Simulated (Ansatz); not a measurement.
A structure drawn as `C[Si](N)(Cl)Cl`, with this starting geometry:

Cartesian coordinates in Å:
```
C 0.469 1.356 0.038
Si 0.047 -0.372 0.345
N -0.377 -1.142 -1.070
Cl 1.587 -1.448 1.186
Cl -1.501 -0.586 1.649
H -0.408 1.939 -0.329
H 1.289 1.493 -0.600
H 0.696 1.846 1.035
H -0.435 -2.161 -0.923
H -1.367 -0.924 -1.332
```

Total charge 0; spin multiplicity 1.

(1) Does it keep its bonds when Ansatz relaxes it at PBE-D4/def2-SVP and then PBE0-D4/def2-TZVP?

(2) Give the relaxed structure. (Best estimate.)

Atoms count as bonded under 1.1 times the sum of their covalent radii (H–H under 0.85 Å, pairs among N, O and F under 1.55 Å), and a drawn bond as lost past 1.3 times.

Results:

(1) Yes, every drawn bond is still there and no new one forms.

(2) Computed: 
Z-matrix (Å, degrees):
```
C
Si 1 1.845
H 1 1.091 2 110.4
H 1 1.093 2 110.3 3 -119.4
H 1 1.092 2 110.1 3 120.6
N 2 1.698 1 111.6 3 179.5
Cl 2 2.049 1 111.5 3 -61.9
Cl 2 2.066 1 107.5 3 54.3
H 6 1.008 2 119.7 1 -54.0
H 6 1.008 2 119.6 1 162.4
```
All modes are real.
